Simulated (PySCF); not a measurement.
# PySCF run on BSe⁺

File input.py (PySCF 2.14):

```python
from pyscf import gto, scf, cc

mol = gto.M(
    atom='B 0 0 0; Se 0 0 2.131',
    basis='cc-pvdz-dk',
    charge=1,
    spin=2,
    verbose=3,
)
mf = scf.UHF(mol)
mf = mf.sfx2c1e()
mf = mf.density_fit(auxbasis='def2-universal-jkfit')
mf.kernel()
mycc = cc.CCSD(mf, frozen=10)
mycc.kernel()
e = mycc.eaccsd(nroots=3)[0]
print('roots (eV) =', (e*27.211386).round(3))
mf.dip_moment()
print('orbital energies (hartree):', [e[max(0, n-3):n+3].round(4) for e, n in zip(mf.mo_energy, mol.nelec)])
```

```bash
$ python input.py
```

Output (some set-up lines and the per-cycle HOMO/LUMO lines with their warnings removed):

```
converged SCF energy = -2452.26863593782  <S^2> = 2.0444042  2S+1 = 3.0294582
E(UCCSD) = -2452.437661141341  E_corr = -0.1690252035250868
roots (eV) = [-9.304 -9.13  -6.517]
Dipole moment(X, Y, Z, Debye): -0.00000, -0.00000,  4.07564
orbital energies (hartree): [array([-0.7073, -0.6924, -0.6345, -0.2295, -0.2207, -0.1016]), array([-1.1029, -0.7823, -0.6057, -0.2764, -0.2704, -0.1939])]
```

In short: E(SCF) = -2452.268636 Eh, E(CCSD) − E(SCF) = -0.16903 Eh, ⟨S²⟩ = 2.044, attachment roots -9.304, -9.130, -6.517 eV.

Wall time 26 s on one thread of a shared host.

The bond length is a typed value, not an optimised one. Positive EA roots mean that the added electron is unbound. The dipole of an ion depends on the origin. No search for the lowest solution was made.
